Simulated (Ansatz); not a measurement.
Two members of one family (Si oxide hydroxide), computed with Ansatz in the gas phase. The two geometries come from different levels. Binding counts from free atoms in the multiplicity of their measured ground term, without zero-point energy. The structures are stationary points that may keep the symmetry of their start.

First: SiO3H2 (singlet, charge 0, PBE-D4/def2-TZVP geometry).

Cartesian coordinates in Å:
```
Si 0.277 0.398 -0.167
O -1.219 -0.207 0.143
O 1.330 -0.780 0.236
O 0.626 1.776 -0.724
H -1.941 0.412 -0.063
H 0.927 -1.598 0.574
```

| level | HOMO (eV) | LUMO (eV) | gap (eV) | binding per atom (eV) |
| --- | --- | --- | --- | --- |
| PBE-D4/def2-SVP | -6.41 | -1.62 | 4.78 | 4.29 |
| PBE-D4/def2-TZVP | -6.80 | -2.10 | 4.70 | 4.39 |
| r2SCAN-D4/def2-TZVP | -7.12 | -1.68 | 5.44 | 4.30 |
| PBE0-D4/def2-TZVP | -8.40 | -1.16 | 7.24 | 4.21 |
| BHLYP-D4/def2-TZVP | -9.93 | -0.35 | 9.58 | 4.01 |

Second: Si4O9H2 (singlet, charge 0, PBE-D4/def2-SVP geometry).

Cartesian coordinates in Å:
```
Si -1.9657 0.7110 -0.0443
Si -0.4686 -1.2600 -1.0559
Si 1.2167 0.6550 -0.6717
Si 0.7055 -1.1318 1.4890
O -1.8069 -0.2575 1.3988
O -3.1579 1.6674 -0.2665
O 0.8426 -0.6131 -1.8113
O -0.5460 -0.2062 2.1539
O 2.2892 1.7399 -1.2357
O 1.8047 -0.1455 0.6708
O -0.3156 1.1645 -0.3110
O -1.9543 -0.7099 -1.2631
O -0.0051 -2.1158 0.2636
H 1.4095 -1.9371 2.5082
H 1.9518 2.4389 -1.8246
```

Estimate the same table for the second.


| level | HOMO (eV) | LUMO (eV) | gap (eV) | binding per atom (eV) |
| --- | --- | --- | --- | --- |
| PBE-D4/def2-SVP | -5.95 | -4.49 | 1.45 | 4.96 |
| PBE-D4/def2-TZVP | -6.16 | -4.68 | 1.48 | 5.04 |
| r2SCAN-D4/def2-TZVP | -6.35 | -4.47 | 1.88 | 4.93 |
| PBE0-D4/def2-TZVP | -7.47 | -3.94 | 3.54 | 4.82 |
| BHLYP-D4/def2-TZVP | -8.82 | -3.14 | 5.68 | 4.55 |
